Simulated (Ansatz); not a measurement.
```yaml
crystal:
  periodic: [false, false, false]
  atoms:
    - {symbol: C, position_ang: [-0.476840, 1.797848, 0.213642]}
    - {symbol: Si, position_ang: [-0.936223, 0.076133, -0.325345]}
    - {symbol: O, position_ang: [0.273675, -0.965541, -0.007421]}
    - {symbol: Al, position_ang: [1.540586, -2.058132, 0.140100]}
    - {symbol: H, position_ang: [-0.269064, 1.829403, 1.285962]}
    - {symbol: H, position_ang: [0.408965, 2.152037, -0.319346]}
    - {symbol: H, position_ang: [-1.295531, 2.492720, 0.006952]}
    - {symbol: H, position_ang: [-1.230010, 0.066095, -1.786657]}
    - {symbol: H, position_ang: [-2.163166, -0.369431, 0.392899]}
    - {symbol: H, position_ang: [2.471255, -2.303190, -1.113502]}
    - {symbol: H, position_ang: [1.741751, -2.774842, 1.533416]}
basis:
  gaussian: {orbitals: x2c-TZVPPall, final_grid: {core_spheres: 1, valence_spheres: 1, degree: 1}}
hamiltonian: {xc: {name: PBE}}
```

```sh
$ ansatz run in.yaml --threads 2 --pin off --events-out ev --progress --plain --max-ram 4352MiB
```

Shortened log:

```
Functional definition: PBE
1313 factors; their error is unknown
mean field evaluation 1: about -17680.3497 eV, gradient 8.9e1 eV
mean field evaluation 2: about -17605.1663 eV, gradient 1.9e2 eV
mean field evaluation 4: about -17694.9412 eV, gradient 1.7e1 eV
mean field evaluation 8: about -17666.1668 eV, gradient 2.6e2 eV
mean field evaluation 16: about -17856.4753 eV, gradient 2.6e1 eV
a density is far from that of the atoms, so the factors are made again for it
2105 factors; integrals over basis functions are off by at most 3.6e-4 eV
mean field evaluation 32: about -17684.0057 eV, gradient 3.2e1 eV
mean field -17872.82159219 eV, -656.8140788794 hartree, gradient 1.4e-5 eV, S^2 0.000000; 0 other end points of the search recorded, 0 dependent functions left out
reference -17872.82180911 eV, -656.8140868510 hartree; 24, 24 occupied and 220, 220 virtual orbitals, 2105 factors
Total energy: -17872.82180911 eV, -656.8140868510 hartree
Relativity: scalar
```

Problem. Something in this input is off. What?

Solution. The integration grid is far too coarse. The calculation finished and met its thresholds. The result belongs to that input, not to the molecule as meant.
